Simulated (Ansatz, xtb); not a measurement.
# Relative energy of two conformers of BFH5OSi+

Structure a: `FB[OH+][SiH3]`, a singlet. Structure b: `FB[OH+][SiH3]`, a singlet. Both are isolated ions in the gas phase, relaxed with PBE0-D3(BJ)/def2-SVP.

a (Å):

```yaml
atoms:
  - { symbol: B, position_ang: [0.5283, -0.8542, 0.8497] }
  - { symbol: F, position_ang: [1.0076, 0.3096, 1.1212] }
  - { symbol: O, position_ang: [-0.8841, -0.8668, 0.6037] }
  - { symbol: Si, position_ang: [-1.9980, -2.3054, 0.1875] }
  - { symbol: H, position_ang: [1.1164, -1.8889, 0.7837] }
  - { symbol: H, position_ang: [-1.2958, 0.0183, 0.6783] }
  - { symbol: H, position_ang: [-2.8780, -2.3524, 1.3728] }
  - { symbol: H, position_ang: [-0.9894, -3.3750, 0.0655] }
  - { symbol: H, position_ang: [-2.6204, -1.8286, -1.0642] }
```

b (Å):

```
atom    x (Å)   y (Å)    z (Å)
   B   0.6353  1.3259   0.3727
   F   0.3617  0.0651   0.3611
   O  -0.4632  2.1373  -0.0495
  Si  -2.1577  1.5254  -0.5814
   H   1.6596  1.8513   0.6843
   H  -0.2947  3.0974  -0.0540
   H  -2.6273  0.8327   0.6340
   H  -1.8252  0.6785  -1.7432
   H  -2.7736  2.8354  -0.8742
```

**Question.** Estimate E(b) − E(a) at the level CCSD(T)/def2-TZVP.

**Answer.** Too close to call at this level: CCSD(T)/def2-TZVP gives E(b) − E(a) = −2.91 kJ/mol.

Level by level:

| level | geometry | E(b) − E(a) (kJ/mol) | departure from the last row (kJ/mol) | job, with rough time for the two |
| --- | --- | --- | --- | --- |
| PBE0-D3(BJ)/def2-SVP | PBE0-D3(BJ)/def2-SVP | −2.76 | +0.14 | optimisation, 38 s |
| HF/def2-TZVP | PBE0-D3(BJ)/def2-SVP | −2.99 | −0.08 | part of the CCSD(T) run |
| MP2/def2-TZVP | PBE0-D3(BJ)/def2-SVP | −2.83 | +0.07 | part of the CCSD(T) run |
| CCSD(T)/def2-TZVP | PBE0-D3(BJ)/def2-SVP | −2.91 |  | single point, 20 s |

The largest departure from CCSD(T)/def2-TZVP is that of PBE0-D3(BJ)/def2-SVP, 0.14 kJ/mol. A small imaginary or near-zero mode remains, so no thermal terms are given. Levels run at GFN2-xTB geometries aren't shown.

The correlated steps freeze 8 core orbitals. Programs: Ansatz 0.2.0; the last row on 2 threads of Intel(R) Xeon(R) 6975P-C (Granite Rapids) on a shared host.
